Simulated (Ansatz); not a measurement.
Cost and result for the atomization energy of CH6AsNO (`N[AsH]CO`) (10 atoms, 9 bonds).

```
atom   x (Å)   y (Å)   z (Å)
  N1  -0.983  -0.228   1.628
 As2   0.730  -0.289   0.937
  C3   0.417  -0.017  -1.009
  O4   0.189   1.338  -1.320
  H5  -1.702  -0.548   0.990
  H6  -1.212   0.710   1.927
  H7   0.795  -1.809   0.804
  H8   1.271  -0.437  -1.558
  H9  -0.478  -0.562  -1.314
 H10   0.973   1.843  -1.084
```

Charge 0, multiplicity 1. Correlated methods include outer-core shells of As, which these sets cover unevenly. Scalar relativity is left out up to krypton. The structure was optimised at the PBE0-D4/def2-TZVP level. It is one conformer, not always the lowest. Program: Ansatz. All runs use 4 threads of an Intel Xeon Platinum 8259CL on a shared host. Times are those of one run each, without the atoms' runs, and a repeat can differ threefold. Electronic energies, without spin–orbit coupling; frozen cores. CCSD(T)/CBS adds CCSD(T) − MP2 in def2-TZVPP to the MP2 limit, and its time is that of the two runs behind it. T1 = 0.011. With those shells the extrapolation isn't a true limit. B3LYP takes the VWN-RPA correlation (the form of Gaussian; ORCA's B3LYP/G). HSE06 is the plane-wave form, built on full-range PBE exchange.

CCSD(T)/CBS is a level of theory with its own doubt, some kJ/mol a heavy atom from the limit and from the frozen cores, so smaller differences don't rank the functionals.

| level | functions | wall time | atomization (kJ/mol) | difference from CCSD(T)/CBS | per bond |
| --- | --- | --- | --- | --- | --- |
| BLYP-D4/def2-TZVPP | 225 | 1.8 s | 3331.8 | 33.0 | 3.7 |
| PBE-D4/def2-TZVPP (with forces) | 225 | 2.4 s | 3381.5 | 82.7 | 9.2 |
| HSE06-D4/def2-TZVPP | 225 | 3.2 s | 3289.4 | -9.4 | -1.0 |
| r2SCAN-D4/def2-TZVPP (with forces) | 225 | 3.5 s | 3287.4 | -11.4 | -1.3 |
| r2SCANh-D4/def2-TZVPP | 225 | 3.9 s | 3257.6 | -41.2 | -4.6 |
| B3LYP-D4/def2-TZVPP (with forces) | 225 | 4 s | 3312.8 | 14.0 | 1.6 |
| PBE-QIDH/def2-TZVPP | 225 | 4.9 s | 3239.2 | -59.6 | -6.6 |
| CCSD(T)/def2-SVP | 104 | 5.5 s | 3023.9 | -274.9 | -30.5 |
| ωB97X-V/def2-TZVPP | 225 | 7 s | 3322.2 | 23.4 | 2.6 |
| ωB97M-V/def2-TZVPP (with forces) | 225 | 9 s | 3306.6 | 7.8 | 0.9 |
| MP2/def2-QZVPP | 440 | 20 s | 3286.6 | -12.2 | -1.4 |
| CCSD(T)/def2-TZVPP | 225 | 91 s | 3196.4 | -102.4 | -11.4 |
| CCSD(T)/CBS(def2) | – | 110 s | 3298.8 | 0.0 | 0.0 |

In def2-TZVPP, CCSD(T) changes the Hartree–Fock value by +1039.0 kJ/mol (the triples alone add +58.2 kJ/mol) and MP2 by +1068.5 kJ/mol; breaking electron pairs costs correlation energy, which Hartree–Fock lacks. Leaving LDA and LC-ωPBE aside and taking each functional with its dispersion term where it has one, the values, not all of them listed here, spread over 206.4 kJ/mol, from BHLYP-D4 to PBE-D4. LDA lies +496.3 kJ/mol from PBE without D4, its usual overbinding. At CCSD(T), def2-SVP lies −274.9 kJ/mol from the extrapolated value and def2-TZVPP −102.4 kJ/mol: correlation converges slowly with the basis, and small sets miss more of it in the bonded molecule than in its fragments.
